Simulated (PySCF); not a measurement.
C2H7ClSSi, SMILES C[Si](C)(S)Cl. Atoms are numbered in the order given.

```xyz
12

C     -1.3880    -0.1689    -1.5515
Si    -0.3518    -0.0372     0.0000
C     -1.3880    -0.1689     1.5515
S      0.8540     1.7583     0.0000
Cl     1.0446    -1.5884     0.0000
H     -2.1138     0.6595    -1.6017
H     -0.7501    -0.1244    -2.4468
H     -1.9465    -1.1190    -1.5633
H     -0.7501    -0.1244     2.4468
H     -1.9465    -1.1190     1.5633
H     -2.1138     0.6595     1.6017
H     -0.2205     2.5843     0.0000
```

The structure is a stationary point at B3LYP-D3(BJ)/def2-SVP. The values are those of a single conformer.

Computed with PySCF with HF/def2-TZVP.

Isolated molecule, no solvent.

Computed frontier levels, gap, dipole moment and polarisability:
- highest occupied level: -10.29 eV
- lowest empty level: 3.09 eV
- orbital gap: 13.38 eV
- dipole moment: 3.05 D
- quadrupole, principal values (traceless, Buckingham form, about the centre of nuclear charge): -2.38, 0.18, 2.19 D·Å
- mean static polarisability: 74.8 bohr³ (11.09 Å³)
- polarisability, principal values: 68.6, 75.2, 80.8 bohr³
